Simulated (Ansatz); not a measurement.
Program: Ansatz. Geometries: PBE0-D4/def2-TZVP. ΔE: electronic, gas phase. CCSD(T)/CBS is the MP2 limit (def2-TZVPP, def2-QZVPP) plus CCSD(T) − MP2 in def2-TZVPP, frozen cores. This one scheme is used for every species. DFT in def2-TZVPP. Each species was taken in one conformer, which may not be the lowest.

Reaction (ligand exchange at the Si–F bond): `F[SiH3]` + `NCF` → `FCN[SiH3]` + H–F

| level | ΔE (kcal/mol) |
| --- | --- |
| LDA (SPW92) | 19.0 |
| r2SCAN-D4 | 21.9 |
| r2SCAN0-D4 | 21.5 |
| BLYP | 24.0 |
| PBE0 | 21.0 |
| HF/def2-SVP | 23.3 |
| HF/def2-QZVPP | 25.7 |
| SCS-MP2/def2-QZVPP | 21.6 |

(1) What does CCSD(T)/CBS give? (Best estimate.)

(2) What do rigid-rotor, harmonic-oscillator terms from PBE0-D4/def2-TZVP frequencies (298.15 K, 1 bar) make of the CCSD(T)/CBS value? (An estimate is asked.)

Largest T1 diagnostic among the species: 0.011.

## Answers

(1) Computed: +20.5 kcal/mol. The listed levels differ from it by -1.5, 1.4, 1.0, 3.5, 0.5, 2.8, 5.2, 1.1 kcal/mol.

(2) Computed: ΔZPE = -1.9 kcal/mol, ΔH = +19.4 kcal/mol, ΔS = -7 J/(mol·K), ΔG = +19.9 kcal/mol.

Leaving LDA and LC-ωPBE aside and taking each functional with its dispersion term where it has one, the values, not all of them listed here, spread over 4.0 kcal/mol, from revPBE-D4 to B97M-V. LDA lies −2.1 kcal/mol from PBE without D4. The D4 term adds −2.0 kcal/mol with B3LYP and −1.1 kcal/mol with PBE0; it sums over pairs of atoms, weighted by their polarisabilities, and B3LYP, whose exchange is more repulsive, gets the larger term. In def2-TZVPP, CCSD(T) changes the Hartree–Fock value by −4.8 kcal/mol (the triples alone add −0.6 kcal/mol) and MP2 by −5.2 kcal/mol.

B3LYP here is the variant with VWN-RPA as its local correlation; programs differ in this.
